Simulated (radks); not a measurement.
The numbers below are computed, except where a source is named.
Ionisation of the barium ion Ba3+, [Kr] 4d10 5s2 5p5, to Ba4+, [Kr] 4d10 5s2 5p4, under several functionals. Scalar-relativistic Kohn-Sham, spin-polarised, spherical densities, finite nucleus; open shells are filled with parallel spins first (spin-orbit coupling, left out, can overturn this in heavy ions); a radial shooting solver on a logarithmic mesh with Libxc functionals.

functional                                        E(Ba3+) (hartree)  Exc (hartree)  IE (eV)  -e(HOMO) (eV)  <r> HOMO (bohr)  IE error (eV)
LDA (Slater exchange, Perdew-Zunger correlation)         -8127.0620      -190.4205   47.634         41.992            1.832         +0.634
BP86                                                     -8134.6461      -198.0524   47.407         41.832            1.832         +0.407
Wu-Cohen GGA                                             -8132.4996      -195.8927   47.352         41.771            1.831         +0.352
LDA (Slater exchange, Perdew-Wang correlation)           -8127.0614      -190.4198   47.602         41.972            1.832         +0.602
TASK exchange with Perdew-Wang LDA correlation           -8132.8623      -195.5871   47.734         42.419            1.823         +0.734
PBEsol                                                   -8130.1339      -193.5097   47.296         41.739            1.832         +0.296
PBE                                                      -8133.3351      -196.7333   47.235         41.690            1.834         +0.235
PW91                                                     -8134.3998      -197.8070   47.338         41.776            1.834         +0.338

NIST Atomic Spectra Database: 47.0 eV (semi-empirical). Closest: PBE. The Delta-SCF values span 0.50 eV, the total energies 7.58 hartree. The highest occupied level is 5p. Open shells are spherical and high-spin; term and fine-structure splittings are not resolved. Spin-orbit splitting is averaged out at the scalar-relativistic level.
